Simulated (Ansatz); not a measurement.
Geometry optimisation, Ansatz 0.2.0, RKS PBE/def2-SVP.

input.yaml

```yaml
crystal:
  periodic: [false, false, false]
  atoms:
    - { symbol: Ge, position_ang: [0.0, 0.0, 0.0] }
    - { symbol: O, position_ang: [0.0, 0.0, 2.12] }
    - { symbol: H, position_ang: [-0.9095, -0.2814, 2.4571] }
    - { symbol: O, position_ang: [1.6691, 0.0, -0.5894] }
    - { symbol: H, position_ang: [1.9855, -0.9521, -0.7061] }
    - { symbol: O, position_ang: [-0.8337, 1.4443, -0.5894] }
    - { symbol: H, position_ang: [-1.7915, 1.2136, -0.8118] }
    - { symbol: O, position_ang: [-0.8337, -1.4443, -0.5894] }
    - { symbol: H, position_ang: [-1.2883, -1.91, 0.183] }
    - { symbol: O, position_ang: [1.0856, 1.6372, 0.6527] }
    - { symbol: Al, position_ang: [2.5401, 1.5558, 1.6756] }
    - { symbol: H, position_ang: [3.2578, 0.1896, 1.9037] }
    - { symbol: H, position_ang: [3.0971, 2.8506, 2.3439] }
    - { symbol: H, position_ang: [0.6866, 1.0354, 1.7535] }
basis:
  gaussian: { orbitals: def2-SVP }
hamiltonian:
  xc: pbe
relax:
  f_tol: 0.15
  max_steps: 25
  restrain:
    - { distance: [0, 9], at: 1.77, k: 30.0 }
    - { distance: [13, 1], at: 1.01, k: 30.0 }
    - { distance: [0, 1], at: 2.97, k: 30.0 }
    - { distance: [13, 9], at: 2.21, k: 30.0 }
```

Launched with:

```bash
$ ansatz run input.yaml --threads 4 --pin off --max-ram 5120MiB --backend cpu --events-out ev --progress --plain --runs-dir out
```

Where does it end, and by what steps?

The run converged. The restraints hold the end off the free minimum; the threshold counts their pulls, which the force column leaves out. Restrained pairs: Ge1–O10 (2.07 → 1.76 Å), O2–H14 (1.30 → 0.99 Å), Ge1–O2 (2.12 → 2.97 Å), O10–H14 (1.32 → 2.20 Å). After 22 steps the energy has fallen by 4.027 eV (the restraints' own energy left out); H14 moved furthest, 1.76 Å.

```
step  energy less start (eV)  largest force component (eV/Å)  accepted
   0                  0.0000                           5.413       yes
   1                  0.4237                           4.775       yes
   2                  0.3371                           4.275       yes
   3                 -0.5981                           3.356       yes
   4                 -1.7956                           1.695       yes
   5                 -2.2204                           1.838       yes
   6                 -2.5667                           1.155       yes
   7                 -2.6797                           2.332       yes
   8                 -3.0160                           1.143       yes
   9                 -3.1881                           0.709       yes
  10                 -3.2899                           0.767       yes
  11                 -3.3335                           0.701       yes
  12                 -3.3829                           1.322       yes
  13                 -3.4702                           1.089       yes
  14                 -3.6046                           0.657       yes
  15                 -3.7676                           0.661       yes
  16                 -3.9051                           0.576       yes
  17                 -3.9297                           1.073       yes
  18                 -3.9445                           1.331       yes
  19                 -4.0029                           0.676       yes
  20                 -4.0207                           0.501       yes
  21                 -4.0200                           0.548        no
  22                 -4.0265                           0.327       yes
```

```xyz
14
Properties=species:S:1:pos:R:3
Ge 0.274 0.462 0.095
O -1.150 -0.488 2.521
H -1.923 0.107 2.584
O 1.983 0.503 -0.740
H 2.286 -0.370 -1.063
O -0.886 1.480 -0.778
H -1.442 0.915 -1.351
O -0.191 -1.246 0.077
H -0.657 -1.343 0.951
O 0.993 1.237 1.505
Al 2.755 1.245 0.965
H 3.645 0.045 1.558
H 3.368 2.697 0.694
H -0.389 0.094 2.786
```

Time of the run: 32 s on 4 threads of Intel(R) Xeon(R) Platinum 8488C (Sapphire Rapids) (shared host), peak memory 0.25 GiB.
